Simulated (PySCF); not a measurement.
**Zr²⁺ (zirconium, charge +2) across methods**

[Kr] 4d1 5s1, high-spin 3D determinant (an excited configuration). Computed with PySCF 2.14 in Sapporo-DKH3-DZP-2012 (7s6p4d1f, 52 functions), with the spin-free X2C one-electron Hamiltonian (Gaussian nucleus).

```csv
method,E (hartree),mean ε 4p β (eV),mean ε 4d α (eV),mean ε 5s α (eV),Σ⟨r²⟩ (bohr²),⟨S²⟩
PBE0,-3596.93,-52.300,-22.143,-18.608,36.40,2.001
r2SCANh,-3597.22,-51.673,-21.636,-18.329,36.48,2.001
r2SCAN0,-3597.21,-52.861,-22.395,-18.726,36.48,2.001
r2SCAN,-3597.23,-50.880,-21.133,-18.065,36.48,2.001
LC-wPBE,-3596.87,-55.181,-24.943,-20.632,36.34,2.001
PBE,-3596.85,-50.032,-20.757,-17.956,36.36,2.001
LDA,-3592.77,-50.215,-20.629,-18.239,36.29,2.000
UHF,-3595.26287,-57.759,-25.473,-20.108,36.92,2.002
M06-2X,-3597.49,-54.466,-23.234,-19.522,36.48,2.000
```
